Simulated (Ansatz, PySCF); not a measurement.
sulfuric acid (H2O4S), SMILES O=S(=O)(O)O. Atoms are numbered in the order given.

```xyz
7

O     -1.0046     0.7531     0.8288
S      0.0000     0.0000    -0.2013
O     -0.7314    -1.0514    -0.8695
O      0.7314     1.0514    -0.8695
O      1.0046    -0.7531     0.8288
H     -1.6939     0.1210     1.0983
H      1.6939    -0.1210     1.0983
```
Charge 0, spin multiplicity 1.

The structure is a stationary point at B3LYP-D3(BJ)/def2-SVP. The values are those of a single conformer.

Two levels are set side by side: PBE-D3(BJ)/def2-SVP (Ansatz, a quantum-chemistry and plane-wave program) and B3LYP-D3(BJ)/def2-SVP (Ansatz). Each level has its own optimised geometry; the coordinates shown are those of the second. Frequencies come from the Hessian of PySCF at each geometry. Differences are taken from unrounded values.

```json
[
 {"quantity": "mean bond length (Å)", "B3LYP-D3(BJ)": "1.347", "PBE-D3(BJ)": "1.362", "PBE-D3(BJ) minus B3LYP-D3(BJ)": "0.015"},
 {"quantity": "bond O1–S2 (Å)", "B3LYP-D3(BJ)": "1.624", "PBE-D3(BJ)": "1.645", "PBE-D3(BJ) minus B3LYP-D3(BJ)": "0.021"},
 {"quantity": "bond S2–O3 (Å)", "B3LYP-D3(BJ)": "1.445", "PBE-D3(BJ)": "1.459", "PBE-D3(BJ) minus B3LYP-D3(BJ)": "0.014"},
 {"quantity": "bond S2–O4 (Å)", "B3LYP-D3(BJ)": "1.445", "PBE-D3(BJ)": "1.459", "PBE-D3(BJ) minus B3LYP-D3(BJ)": "0.014"},
 {"quantity": "bond S2–O5 (Å)", "B3LYP-D3(BJ)": "1.624", "PBE-D3(BJ)": "1.645", "PBE-D3(BJ) minus B3LYP-D3(BJ)": "0.021"},
 {"quantity": "bond O1–H6 (Å)", "B3LYP-D3(BJ)": "0.973", "PBE-D3(BJ)": "0.982", "PBE-D3(BJ) minus B3LYP-D3(BJ)": "0.009"},
 {"quantity": "bond O5–H7 (Å)", "B3LYP-D3(BJ)": "0.973", "PBE-D3(BJ)": "0.982", "PBE-D3(BJ) minus B3LYP-D3(BJ)": "0.009"},
 {"quantity": "highest harmonic wavenumber (cm⁻¹)", "B3LYP-D3(BJ)": "3759", "PBE-D3(BJ)": "3648", "PBE-D3(BJ) minus B3LYP-D3(BJ)": "-111"},
 {"quantity": "mean harmonic wavenumber (cm⁻¹)", "B3LYP-D3(BJ)": "1127", "PBE-D3(BJ)": "1087", "PBE-D3(BJ) minus B3LYP-D3(BJ)": "-40"},
 {"quantity": "zero-point energy (kcal/mol)", "B3LYP-D3(BJ)": "24.16", "PBE-D3(BJ)": "23.31", "PBE-D3(BJ) minus B3LYP-D3(BJ)": "-0.86"}
]
```

GGA bonds tend to be longer and softer than those of functionals with exact exchange. Differences between two approximate levels are no errors against the true value.
